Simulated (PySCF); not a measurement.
A PySCF script (with the pyscf-properties extension) for the NMR shieldings of `InChI=1S/C3H7ClOSi2/c1-3-6-5-7(3,2)4/h1,6H2,2H3/t7-/m1/s1`, on a GFN2-xTB geometry:

```python
import basis_set_exchange as bse
import numpy as np
from pyscf import gto, dft
from pyscf.prop import nmr

atoms = """
C    -2.157980    0.377102    0.603855
C    -1.086387    0.130537   -0.128865
Si   -0.675662   -0.811756   -1.732397
O     0.894186   -0.312251   -1.476331
Si    0.766271    0.571227   -0.070159
C     1.867035   -0.125535    1.297334
Cl    1.221091    2.488477   -0.464036
H    -3.133055   -0.002827    0.334357
H    -2.119133    0.971118    1.505773
H    -1.156647   -0.226721   -2.972906
H    -0.708671   -2.263008   -1.646412
H     1.811568    0.491434    2.187344
H     2.903703   -0.153551    0.975027
H     1.573002   -1.134717    1.565250
"""
names = dict.fromkeys(["C", "Si", "O", "Cl", "H"], "pcSseg-1")
basis = {el: gto.basis.parse(bse.get_basis(n, elements=[el], fmt="nwchem")) for el, n in names.items()}
mol = gto.M(atom=atoms, basis=basis, charge=0, verbose=0)
mf = dft.RKS(mol, xc="PBE0")
mf.grids.level = 2
mf.grids.alignment = dft.numint.BLKSIZE   # the property module wants whole blocks of grid points
mf.conv_tol = 1e-9
mf.kernel()

calc = nmr.RKS(mf)   # GIAO
C = mf.mo_coeff
Co = C[:, mf.mo_occ > 0]
resp = mf.gen_response(singlet=True, hermi=2)
def vind(x):   # induced exchange potential for any number of trial vectors
    d = np.einsum("pi,xij,qj->xpq", C, 2 * x.reshape(-1, C.shape[1], Co.shape[1]), Co, optimize=True)
    return np.einsum("xpq,pi,qj->xij", resp(d - d.transpose(0, 2, 1)), C, Co, optimize=True).ravel()
mo1, _ = nmr.rhf.solve_mo1(calc, with_cphf=vind)
sigma = calc.kernel(mo1)
for i, s in enumerate(sigma):   # ppm
    w = np.linalg.eigvalsh((s + s.T) / 2)
    print("%2d %-2s iso %8.1f  s11 %8.1f  s22 %8.1f  s33 %8.1f" % (i, mol.atom_pure_symbol(i), w.mean(), *w))
```

**Question.** Give the expected output.

**Answer.** 
```
 0 C  iso     37.8  s11    -78.5  s22     27.0  s33    164.8
 1 C  iso     14.1  s11    -58.6  s22     -5.6  s33    106.4
 2 Si iso    364.2  s11    322.9  s22    339.5  s33    430.1
 3 O  iso    231.7  s11    157.4  s22    264.5  s33    273.3
 4 Si iso    332.4  s11    289.9  s22    337.9  s33    369.3
 5 C  iso    181.0  s11    171.0  s22    176.9  s33    195.0
 6 Cl iso    860.3  s11    745.8  s22    863.6  s33    971.4
 7 H  iso     25.2  s11     22.1  s22     24.6  s33     28.8
 8 H  iso     25.1  s11     21.3  s22     24.5  s33     29.4
 9 H  iso     26.2  s11     22.9  s22     24.1  s33     31.5
10 H  iso     26.2  s11     23.1  s22     24.3  s33     31.4
11 H  iso     31.4  s11     27.2  s22     29.2  s33     37.8
12 H  iso     30.9  s11     26.9  s22     28.4  s33     37.3
13 H  iso     31.3  s11     26.8  s22     28.9  s33     38.0
```

These numbers come from an equivalent density-fitted implementation of the same equations, which agrees with the script to about 0.01 ppm for H and up to a few tenths of a ppm for heavy atoms, so last digits may differ.

Size and cost of the density-fitted run: 175 basis functions, 25 s wall time on 1 thread of an Arm Neoverse V2, shared host; peak memory 0.81 GiB.
